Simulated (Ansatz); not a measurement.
`[S]=[Nb]([Cl])([Cl])[Cl]`, relaxed with RKS PBE-D4/def2-SVP in Ansatz 0.2.0 from a rough embedded geometry. The force threshold is 0.03 eV/Å; the program also tests the step.

The species carries charge 0 and has multiplicity 1. Nb: def2 effective core potential.

Start:

```xyz
5

S    -1.782    0.276    1.130
Nb   -0.065    0.032    0.040
Cl   -0.013   -2.209   -0.745
Cl   -0.011    1.452   -1.820
Cl    1.871    0.448    1.395
```

```tsv
step	energy (eV)	largest force (eV/Å)	largest move (Å)
1	-49926.5819	4.210	0.000
2	-49926.8233	1.979	0.145
3	-49926.9150	0.161	0.052
4	-49926.9157	0.002	0.008
```

End:

```xyz
5

S    -1.778    0.312    1.138
Nb    0.008   -0.001   -0.005
Cl    0.011   -2.173   -0.716
Cl   -0.033    1.443   -1.775
Cl    1.792    0.419    1.359
```

It took 6 s on 4 threads of an Arm Neoverse V2 on a shared host, with 0.16 GiB of host memory at the peak.
